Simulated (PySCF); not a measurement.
F₄Ge, charge +1, multiplicity 2. Atoms are numbered in the order given.

```xyz
5

F     -1.0210     1.0210    -0.9420
Ge     0.0000     0.0000     0.0000
F     -1.0210    -1.0210     0.9420
F      1.0210    -1.0210    -0.9420
F      1.0210     1.0210     0.9420
```
Charge +1, spin multiplicity 2.

Coordinates come from a B3LYP-D3(BJ)/def2-SVP optimisation. A frequency run showed that this geometry is not a minimum. The spin state was assumed, not searched. The isomer is the one that the SMILES or the coordinates give; other isomers of the formula were not compared.

The numbers are results of TDA-M06-2X/def2-SVPD (PySCF 2.14.0), not measurements.

Vertical excitations; the highest root listed may be one member of a degenerate set. The molecule is in vacuum.

Computed excitation energies, oscillator strengths and character:
```csv
state,energy (eV),λ (nm),f,main pairs
root 2,0.25,4870,0.000,"β HOMO−4→LUMO 69 %, β HOMO−7→LUMO 20 %"
root 3,0.55,2259,0.002,"β HOMO−1→LUMO, β HOMO−3→LUMO, β HOMO−5→LUMO, β HOMO−8→LUMO (degenerate set)"
root 4,0.55,2258,0.002,"β HOMO−2→LUMO, β HOMO−9→LUMO (degenerate set)"
root 5,0.94,1320,0.024,"β HOMO→LUMO 71 %, β HOMO−6→LUMO 16 %"
root 6,1.31,949,0.034,"β HOMO−3→LUMO 39 %, β HOMO−1→LUMO 30 %, β HOMO−8→LUMO 20 %, β HOMO−5→LUMO 7 %"
root 7,2.06,601,0.005,"β HOMO−9→LUMO 37 %, β HOMO−7→LUMO 26 %, β HOMO−4→LUMO 15 %, β HOMO−6→LUMO 12 %"
root 8,2.31,537,0.037,"β HOMO−9→LUMO 34 %, β HOMO−7→LUMO 24 %, β HOMO−2→LUMO 15 %, β HOMO−4→LUMO 10 %"
root 9,2.47,503,0.074,"β HOMO−8→LUMO 66 %, β HOMO−3→LUMO 30 %"
root 10,4.73,262,0.002,β HOMO−10→LUMO 90 %
```
Unrestricted roots are not spin-pure.
